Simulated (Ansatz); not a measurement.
One change: `SB(S)Cl` becomes `FB(S)S`.

Ansatz, PBE0-D4/def2-TZVP geometries, multiplicity 1. Each molecule was computed in one conformer, which needn't be the lowest.

```csv
property,`SB(S)Cl`
HOMO energy (ωB97M-V/def2-TZVPP) / eV,-9.87
HOMO energy (PBE/def2-TZVPP) / eV,-6.58
LUMO energy (PBE0/def2-TZVPP) / eV,-1.00
HOMO–LUMO gap (PBE0/def2-TZVPP) / eV,6.76
LUMO energy (PBE/def2-TZVPP) / eV,-1.88
HOMO–LUMO gap (PBE/def2-TZVPP) / eV,4.70
```

Task: What does the change do to each property? (Estimate.)

Result: The calculation gave: 
| property | `FB(S)S` | shift |
| --- | --- | --- |
| HOMO energy (ωB97M-V/def2-TZVPP) / eV | -9.81 | 0.06 |
| HOMO energy (PBE/def2-TZVPP) / eV | -6.49 | 0.09 |
| LUMO energy (PBE0/def2-TZVPP) / eV | -0.34 | 0.66 |
| HOMO–LUMO gap (PBE0/def2-TZVPP) / eV | 7.35 | 0.59 |
| LUMO energy (PBE/def2-TZVPP) / eV | -1.28 | 0.60 |
| HOMO–LUMO gap (PBE/def2-TZVPP) / eV | 5.21 | 0.51 |

With PBE0 the HOMO rises by 0.07 eV and the LUMO rises by 0.66 eV, so the gap widens by about 0.59 eV. PBE moves the HOMO by 0.09 eV and ωB97M-V by 0.06 eV.
